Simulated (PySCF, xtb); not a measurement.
C8H6N2S, SMILES c1csc(-c2cncnc2)c1.

xtb 6.7.1 with GFN2-xTB at its own geometry gives an orbital gap of 2.28 eV and a dipole moment of 3.25 D.

The structure is a stationary point at r2SCAN-D4/def2-SVP. Other conformers were not sampled.

Question: What does PBE/def2-SVP (PySCF) give? (An estimate is asked for; the answer gives what the named calculation found.)

Answer: gap 3.13 eV (levels -5.62 and -2.49 eV), dipole 3.01 D.
